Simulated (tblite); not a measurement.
Isomers of C3H14OSi3. Calculated harmonic vibrations of the isolated species, GFN2-xTB (tblite), most abundant isotopes, no scaling. This tight-binding method is rough: wavenumbers can miss measured ones by several per cent, in bad cases by 10 to 20. Modes of hydrogen on silicon can be 10 to 20 % off. One conformer each.

Electronic energies: GFN2-xTB at the same geometries; isomer energies are rough at this level and their order can be wrong.

| SMILES | electronic energy, lowest = 0 (kcal/mol) |
| --- | --- |
| CC[Si@H](O)C([SiH3])[SiH3] | 43.3 |
| CC(C)[Si@@H]([SiH3])O[SiH3] | 0.0 |
| C[SiH2]O[Si@@H](C)C[SiH3] | 5.5 |
| CC(C)O[SiH]([SiH3])[SiH3] | 40.8 |
| CC(C)[SiH2]O[SiH2][SiH3] | 0.2 |

Problem. How do GFN2-xTB zero-point energies change the relative energies?

Solution. 
```csv
SMILES,ZPE (kcal/mol),of it from modes above 1550 cm⁻¹,electronic (kcal/mol),"with ZPE, lowest = 0 (kcal/mol)",lowest mode (cm⁻¹),rings
CC(C)[Si@@H]([SiH3])O[SiH3],96.2,52.3,0.0,0.0,18,0
CC(C)[SiH2]O[SiH2][SiH3],96.5,52.2,0.2,0.5,20,0
C[SiH2]O[Si@@H](C)C[SiH3],96.1,53.7,5.5,5.4,15i,0
CC(C)O[SiH]([SiH3])[SiH3],95.9,52.0,40.8,40.5,18,0
CC[Si@H](O)C([SiH3])[SiH3],95.4,53.1,43.3,42.5,33,0
```

The zero-point energies span 1.1 kcal/mol, from `CC[Si@H](O)C([SiH3])[SiH3]` to `CC(C)[SiH2]O[SiH2][SiH3]`. Slightly imaginary modes are left out of the zero-point energy: `C[SiH2]O[Si@@H](C)C[SiH3]` 15.2i cm⁻¹. The order is unchanged.
